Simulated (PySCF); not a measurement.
# Levels of Tc³⁸⁺ from EOM-EA-GCCSD

Reference: closed-shell Tc³⁹⁺, [He] 2s2; one electron is added. Calculated with PySCF 2.14, two-component X2C-1e with screened spin-orbit coupling, an uncontracted even-tempered set (17 s from 4.3 bohr⁻², ratio 2.6; 12 p from 5.6 bohr⁻², ratio 2.6; 7 d from 5.8 bohr⁻², ratio 2.8; 4 f from 110 bohr⁻², ratio 2.8); frozen nothing; the 32 highest virtual spinors dropped; of the others 50 kept and the rest restored at second order. No Breit or QED terms. Binding energies in eV.

```tsv
level	Koopmans
2p1/2	5578.6
2p3/2	5442.9
```

Question: How does correlation move these levels?

Answer: 2p1/2: second order 5578.4, EOM-CCSD 5575.8; 2p3/2: second order 5443.4, EOM-CCSD 5442.8.

For comparison, the ionisation energy of Tc³⁸⁺ is 5570 ± 4 eV (semi-empirical (NIST evaluation); NIST Atomic Spectra Database, ionization energies).

Only part of the computed levels is shown.
